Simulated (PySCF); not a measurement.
**IrCl₂, broken-symmetry Ms = 1/2: structure and spectrum**

All numbers come from UPBE0 in PySCF with Ir def2-TZVP with ECP60, Cl def2-TZVP; scalar-relativistic core potentials, no spin–orbit coupling; density-fitted integrals.

The structure is a minimum.

```xyz
3
charge 0 multiplicity 2, angstrom
Ir    0.0000    0.0000    0.0000
Cl    0.0000    0.0000    2.1832
Cl    0.0000    0.0000   -2.1832
```

| Property | Result |
| --- | --- |
| Point group | D∞h |
| Bond lengths | Ir–Cl 2.183 Å (×2) |
| Bond angles | Cl–Ir–Cl 180.0° |
| Principal quadrupole moments (Buckingham, traceless) about the centre of mass | -3.65, 1.82, 1.82 D Å |
| Spin squared ⟨S²⟩ | 1.760 |
| Highest occupied level (α) | -7.98 eV |
| Principal polarisabilities | 40.3, 40.3, 104.2 bohr³ |
| Lowest empty level (α) | -5.24 eV |
| Rotational constants | 0.05057 cm⁻¹ |
| Heat capacity Cp at 298.15 K | 57.6 J/(mol K) |
| Rotational symmetry number | 2 |
| Entropy at 298.15 K and 1 bar (electronic part: spin only) | 296.1 J/(mol K) |
| Atomisation energy without zero-point energy | 679 kJ/mol |
| Dipole moment | 0.00 D |
| Enthalpy at 298.15 K above 0 K | 14.29 kJ/mol |
| Zero-point energy | 5.9 kJ/mol |

Harmonic modes (masses in u: Ir 192.963, Cl 34.969):
```json
{"symmetry": "πu", "ω (cm⁻¹)": "79", "IR (km/mol, summed over degenerate members)": "2.5", "μ (u)": "44.71", "type": "bend"}
{"symmetry": "σg+", "ω (cm⁻¹)": "409", "IR (km/mol, summed over degenerate members)": "0.0", "μ (u)": "34.97", "type": "stretch"}
{"symmetry": "σu+", "ω (cm⁻¹)": "422", "IR (km/mol, summed over degenerate members)": "126", "μ (u)": "44.71", "type": "stretch"}
```

In D∞h the vibrations span πu + σg+ + σu+. The σg+ mode carries no infrared intensity, as symmetry demands. With a centre of inversion only u modes can be infrared active and only g modes Raman active.

Charges (e):
| atom | Mulliken | Löwdin | polar tensor | spin (Mulliken) | Mayer order to Ir1 |
| --- | --- | --- | --- | --- | --- |
| Ir1 | 0.58 | -0.09 | 1.03 | 0.47 | – |
| Cl2,3 | -0.29 | 0.04 | -0.52 | 0.26 | 1.16 |

Mulliken populations on Ir1 (electrons outside its core potential): s 2.61, p 6.24, d 7.54, f 0.03.

Outer orbital energies (eV). α occupied: -11.87, -10.55, -10.26, -10.26, -8.13, -8.13, -7.98, -7.98; empty: -5.24, 0.19, 0.44, 0.44. β occupied: -10.65, -10.65, -10.49, -9.65, -9.65, -8.27, -8.06, -8.06; empty: -4.37, -4.37, 0.06, 0.06.

The determinant is spin-contaminated (⟨S²⟩ = 1.76, pure value 0.75). Only a few start shapes were tried, so a lower isomer may exist. Other spin states or occupations of the open shell can lie lower. With an element this heavy the missing spin–orbit coupling can shift these numbers.

The final relaxation and frequency run took roughly 4 core-minutes on a shared host.
